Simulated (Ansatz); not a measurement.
Coupled-cluster run, `C[O][W](=[O])(=[O])[F]`.

```yaml
crystal:
  periodic: [false, false, false]
  atoms:
    - {symbol: C, position_ang: [0.112470, -1.316589, 0.894926]}
    - {symbol: O, position_ang: [-0.452026, -0.125103, 0.395648]}
    - {symbol: W, position_ang: [-0.168220, 1.241476, -0.812141]}
    - {symbol: O, position_ang: [-1.041093, 0.918134, -2.238160]}
    - {symbol: O, position_ang: [1.482008, 1.269798, -1.224283]}
    - {symbol: F, position_ang: [-0.684197, 2.883837, -0.102480]}
    - {symbol: H, position_ang: [-0.171039, -1.416443, 1.943811]}
    - {symbol: H, position_ang: [-0.279144, -2.166252, 0.332095]}
    - {symbol: H, position_ang: [1.201240, -1.288858, 0.810583]}
basis:
  gaussian: {orbitals: def2-TZVPP}
correlation: {method: ccsd_t}
output: {orbitals: {seedname: orbitals}}
```

```sh
$ ansatz run in.yaml --threads 4 --pin off --events-out ev --progress --plain --max-ram 10444MiB
```

The program prints (abridged):

```
Functional definition: HF
1631 factors; integrals over basis functions are off by at most 1.1e-3 eV
mean field evaluation 1: about -11697.2385 eV, gradient 8.6e1 eV
mean field evaluation 2: about -11697.5721 eV, gradient 8.6e1 eV
mean field evaluation 4: about -11710.3453 eV, gradient 1.0e1 eV
mean field evaluation 8: about -11710.5987 eV, gradient 1.2e0 eV
mean field evaluation 16: about -11710.6022 eV, gradient 7.6e-6 eV
mean field -11710.60222113 eV, -430.3566938953 hartree, gradient 7.6e-6 eV, S^2 0.000000; 0 other end points of the search recorded, 0 dependent functions left out
5 core orbitals not correlated: weight in the atoms' cores, before any rotation towards them, 1.000 or more for the frozen orbitals, at most 0.000 for the correlated occupied ones
reference -11710.60222113 eV, -430.3566938953 hartree; 23, 23 occupied and 225, 225 virtual orbitals, 1631 factors
second order -44.90058273 eV of doubles, -0.00000000 eV of singles
cycle   1  -40.83727118 eV  change     4.1e0 eV  update   3.0e-1
cycle   2  -42.84427865 eV  change    -2.0e0 eV  update   2.0e-1
cycle   3  -43.25086915 eV  change   -4.1e-1 eV  update   4.3e-2
cycle   4  -43.27173978 eV  change   -2.1e-2 eV  update   1.9e-2
cycle   5  -43.24243614 eV  change    2.9e-2 eV  update   4.9e-3
cycle   6  -43.24278011 eV  change   -3.4e-4 eV  update   1.9e-3
cycle   7  -43.24330774 eV  change   -5.3e-4 eV  update   7.3e-4
cycle   8  -43.24250726 eV  change    8.0e-4 eV  update   3.0e-4
cycle   9  -43.24259137 eV  change   -8.4e-5 eV  update   1.2e-4
cycle  10  -43.24277255 eV  change   -1.8e-4 eV  update   4.8e-5
cycle  11  -43.24272153 eV  change    5.1e-5 eV  update   2.7e-5
cycle  12  -43.24266992 eV  change    5.2e-5 eV  update   1.3e-5
perturbative correction -2.25521717 eV, -0.0828777022 hartree
Total energy: -11756.10010822 eV, -432.0287104063 hartree
```

It took 7.4 min on 4 threads of an Arm Neoverse V2 on a shared host, with 7 GiB of host memory at the peak.

The correlation energy is -45.498 eV, 5.0 % of it from (T); the T1 diagnostic reads 0.0216.
